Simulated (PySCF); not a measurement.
Computed IR spectrum (relative IR intensity) of a molecule C4H8Si. Geometry: B3LYP-D3(BJ)/def2-SVP. The values are those of a single conformer. Level of theory: B3LYP-D3(BJ)/def2-SVP (PySCF 2.14.0). Frequencies are harmonic and unscaled.

Lines under 2 % of the strongest are left out, and lines within 2 cm⁻¹ are merged.

```json
[
 {"ν (cm⁻¹)": "498", "relative intensity": "6.4"},
 {"ν (cm⁻¹)": "617", "relative intensity": "6.1"},
 {"ν (cm⁻¹)": "672", "relative intensity": "2.3"},
 {"ν (cm⁻¹)": "691", "relative intensity": "14"},
 {"ν (cm⁻¹)": "843", "relative intensity": "14"},
 {"ν (cm⁻¹)": "931", "relative intensity": "100"},
 {"ν (cm⁻¹)": "942", "relative intensity": "17"},
 {"ν (cm⁻¹)": "962", "relative intensity": "27"},
 {"ν (cm⁻¹)": "1456", "relative intensity": "2.8"},
 {"ν (cm⁻¹)": "2050", "relative intensity": "46"},
 {"ν (cm⁻¹)": "2203", "relative intensity": "40"},
 {"ν (cm⁻¹)": "2207", "relative intensity": "37"},
 {"ν (cm⁻¹)": "2245", "relative intensity": "27"},
 {"ν (cm⁻¹)": "3019", "relative intensity": "9.4"},
 {"ν (cm⁻¹)": "3087", "relative intensity": "4.2"},
 {"ν (cm⁻¹)": "3125", "relative intensity": "3.6"}
]
```

Q: Pick the molecule that these values belong to.
A) C#C[SiH](C)C
B) C[C@@H]1C=C[SiH2]1
C) C=C=C(C)[SiH3]
D) C=C/C=C/[SiH3]

A: C, C=C=C(C)[SiH3]
